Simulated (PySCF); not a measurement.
Harmonic spectrum computed at PBE0 in the def2-TZVP basis family (core potentials from Rb on, PySCF, no spin–orbit coupling):

| ω (cm⁻¹) | IR (km/mol, summed over degenerate members) | degeneracy |
| --- | --- | --- |
| 254 | 1.3 | 2 |
| 455 | 4.9 | 1 |
| 479 | 0.0 | 1 |
| 969 | 695 | 2 |

Q: Which molecule gave it? In each, all ligands are bound to the one heavy central atom.
A. AlCl₃ (singlet)
B. BCl₃ (singlet)
C. PbCl₃ (doublet)
D. SiCl₃ (doublet)

A: B. It has D3h symmetry with B–Cl 1.737 Å (×3).
